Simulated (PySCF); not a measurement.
C2H7AlClN, SMILES C[NH][Al]([CH3])[Cl].

Geometry: B3LYP-D3(BJ)/def2-SVP. The structure was generated by enumeration; whether it is a known compound was not checked. The values are those of a single conformer.

Two levels are set side by side: TDDFT-PBE/def2-SVPD (PySCF) and TDDFT-CAM-B3LYP/def2-SVPD (PySCF). Vertical, same geometry. The lowest singlet is HOMO→LUMO 100 % with PBE and HOMO→LUMO 89 % with the other functional; states are paired by order. Differences are taken from unrounded values.

```json
[
 {"quantity": "lowest singlet excitation (eV)", "TDDFT-CAM-B3LYP": "5.66", "TDDFT-PBE": "4.67", "TDDFT-PBE minus TDDFT-CAM-B3LYP": "-1.00"},
 {"quantity": "lowest triplet excitation (TDA) (eV)", "TDDFT-CAM-B3LYP": "5.33", "TDDFT-PBE": "4.44", "TDDFT-PBE minus TDDFT-CAM-B3LYP": "-0.89"},
 {"quantity": "first bright state (f over 0.05) (eV)", "TDDFT-CAM-B3LYP": "6.38", "TDDFT-PBE": "5.44", "TDDFT-PBE minus TDDFT-CAM-B3LYP": "-0.94"},
 {"quantity": "its oscillator strength", "TDDFT-CAM-B3LYP": "0.13", "TDDFT-PBE": "0.12", "TDDFT-PBE minus TDDFT-CAM-B3LYP": "-0.01"}
]
```

A lower first singlet is the usual sign of a functional without exact exchange. Differences between two approximate levels are no errors against the true value.

Rough cost on one machine, each run with all the roots and properties that it gave: TDDFT-CAM-B3LYP against TDDFT-PBE about 10 times.
